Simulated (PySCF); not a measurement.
SMILES CC(C)(C)[SiH2][SiH3] (C4H14Si2) (GFN2-xTB optimised geometry):

```
20

C      1.819     0.142     1.272
C      1.294    -0.523     0.000
C      1.822    -1.956    -0.061
C      1.812     0.249    -1.213
Si    -0.630    -0.523     0.000
Si    -1.501     1.616     0.000
H      1.472    -0.388     2.157
H      1.486     1.176     1.340
H      2.910     0.138     1.284
H      1.480    -2.456    -0.965
H      2.912    -1.965    -0.061
H      1.478    -2.531     0.796
H      1.475     1.285    -1.190
H      1.461    -0.204    -2.139
H      2.902     0.249    -1.231
H     -1.050    -1.302    -1.177
H     -1.053    -1.320     1.164
H     -1.436     2.260    -1.316
H     -0.821     2.531     0.924
H     -2.912     1.621     0.390
```

Method: B3LYP/def2-SVP in PySCF.

Problem. What are the frontier orbital energies and the dipole moment?

Solution. HOMO-2 -8.97 eV, HOMO-1 -8.34 eV, HOMO -7.57 eV, LUMO 0.07 eV, LUMO+1 0.33 eV; dipole moment 0.78 D.

Meta-Löwdin charges at B3LYP/def2-SVP: C1 -0.28, C2 -0.12, C3 -0.28, C4 -0.28, Si5 0.39, Si6 0.24, H7 0.09, H8 0.09, H9 0.09, H10 0.09, H11 0.09, H12 0.09, H13 0.09, H14 0.09, H15 0.09, H16 -0.10, H17 -0.10, H18 -0.09, H19 -0.09, H20 -0.09.
